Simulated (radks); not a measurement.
The phosphorus ion P+ inside a hard spherical wall (all orbitals vanish at R), configuration held at [Ne] 3s2 3p2 and not refilled when levels cross. Method: non-relativistic Kohn-Sham, LDA (Slater exchange, Perdew-Wang correlation), spin-unpolarised, spherical densities, point nucleus; computed with a radial shooting solver on a logarithmic mesh with Libxc functionals. Eigenvalues in eV, with the zero of energy where the potential of the charges vanishes at infinity; a dash marks a level that is unbound or too diffuse for the functional's potential to be trusted. A positive occupied level is held by the wall or, in an anion where self-interaction has pushed it up, behind a barrier. The pressure on the wall is -dE/dV.

R (bohr)  E (hartree)  kinetic (hartree)    e(2s)    e(2p)    e(3s)    e(3p)  e(4s, empty)  e(3d, empty)  pressure (GPa)
free       -339.58007            338.834  -182.85  -135.18  -23.238  -14.312        -4.878        -3.933               0
20         -339.58007            338.834  -182.85  -135.18  -23.238  -14.312        -4.878        -3.933        < 0.0001
15         -339.58007            338.834  -182.85  -135.18  -23.238  -14.312        -4.876        -3.932        < 0.0001
12         -339.58007            338.834  -182.85  -135.18  -23.238  -14.312        -4.856        -3.924        < 0.0001
10         -339.58006            338.834  -182.85  -135.18  -23.238  -14.312        -4.756        -3.890        0.000123
7          -339.57938            338.841  -182.80  -135.13  -23.204  -14.273        -3.469        -3.483          0.0588
4          -339.44662            339.626  -179.54  -131.84  -20.891  -11.354        14.887         2.183            34.1
3.5        -339.25935            340.480  -176.76  -129.02  -18.572   -8.468        27.920         6.162             108
3          -338.79900            342.255  -171.92  -124.10  -13.717   -2.635        51.528        13.216             366
2.5        -337.62109            346.082  -163.64  -115.65   -2.779    9.838        97.205        26.346            1380
2          -334.34702            355.168  -149.21  -100.76   25.039   39.436        194.99        52.900            6330
